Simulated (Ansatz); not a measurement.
`[O]=[Nb]([OH])([OH])[F]` + H–F → `[O]=[Nb]([OH])([F])[F]` + H₂O at 500 K and 1 bar (ligand exchange at the Nb–O bond).

Gas-phase electronic energies from Ansatz, PBE0-D4/def2-TZVP geometries. CCSD(T)/CBS is the MP2 limit (def2-TZVPP, def2-QZVPP) plus CCSD(T) − MP2 in def2-TZVPP, frozen cores. This one scheme is used for every species. Elements past krypton have def2 core potentials. For Nb outer-core shells are correlated without core-valence functions, which leaves a few kJ/mol of doubt a bond. Each species was taken in one conformer, which may not be the lowest.

| species | CCSD(T)/CBS energy (Eh) | H − E (kJ/mol) | S (J/(mol·K)) |
| --- | --- | --- | --- |
| `[O]=[Nb]([OH])([OH])[F]` | -383.66619 | 127.7 | 403.2 |
| H–F | -100.39570 | 39.4 | 188.7 |
| `[O]=[Nb]([OH])([F])[F]` | -407.69372 | 94.8 | 388.8 |
| H₂O | -76.37941 | 73.2 | 206.3 |

H − E and S are ideal-gas, rigid-rotor, harmonic terms from PBE0-D4/def2-TZVP, for one conformer and one mirror image of each species. 1 Eh = 2625.50 kJ/mol, R = 8.31446 J/(mol·K).

Problem. By hand: ΔE, ΔH, ΔS and ΔG.

Solution. ΔE = (-407.69372) + (-76.37941) − (-383.66619) − (-100.39570) = -0.01124 Eh = -29.5 kJ/mol. Δ(H − E) = 94.8 + 73.2 − 127.7 − 39.4 = 0.9, so ΔH = -28.6 kJ/mol. ΔS = 388.8 + 206.3 − 403.2 − 188.7 = 3.2 J/(mol·K). ΔG = -28.6 − 500 × (3.2)/1000 = -30.2 kJ/mol.

Problem. By hand: the equilibrium constant, and the temperature at which ΔG would vanish if ΔH and ΔS stayed fixed.

Solution. log₁₀ K = −ΔG/(RT ln 10) = 3.2. ΔH and −TΔS have one sign here, so there is no such temperature.

The number of gas molecules stays the same, so ΔS is small and ΔH decides. A doubt of 5 kJ/mol in ΔE shifts log₁₀ K by 0.5 here. Other conformers and mirror images would add mixing entropy, several J/(mol·K) or more a flexible species. These are equilibria of isolated gas molecules and say nothing of rates. Largest T1 diagnostic: 0.022 (customary marks: 0.02 for closed shells, 0.045 for open ones).

ΔS is within the doubt of such terms, so its sign, and with it that verdict, could turn.
